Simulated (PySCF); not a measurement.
Predicted microwave data (PySCF, PBE0-D3(BJ)/def2-SVP geometry optimisation, gas phase) for one isomer of C5H14OSi:

```
Rotational constants : A = 3313, B = 1252, C = 1028 MHz
Dipole components    : |μa| = 0.06 D, |μb| = 0.75 D, |μc| = 0.22 D
Inertial defect      : -64.21 u·Å²
κ                    : -0.80
```

Question: Which candidate fits, each taken in the one conformer that was computed?
A. SiHMe2(OiPr), `C[SiH](OC(C)C)C`
B. `[CH3:1][CH2:2][O:3][Si:4]([CH3:5])([CH3:6])[CH3:7]` with C1–C2–O3–Si4 -177°

Answer: A. It is [H][Si](C)(C)OC(C)C, an asymmetric top, point group C1. The candidates at the same level (rigid rotor, commonest isotopes):

```
             SMILES  A (MHz)  B (MHz)  C (MHz)  μa (D)  μb (D)  μc (D)  Δ (u·Å²)  point group           rotor
[H][Si](C)(C)OC(C)C     3313     1252     1028    0.06    0.75    0.22    -64.21           C1  asymmetric top
     CCO[Si](C)(C)C     2912     1209     1191    0.31    0.97    0.08   -167.14      near Cs               –
```

`CCO[Si](C)(C)C` has C 16 % too high. No structure here is proved a minimum.
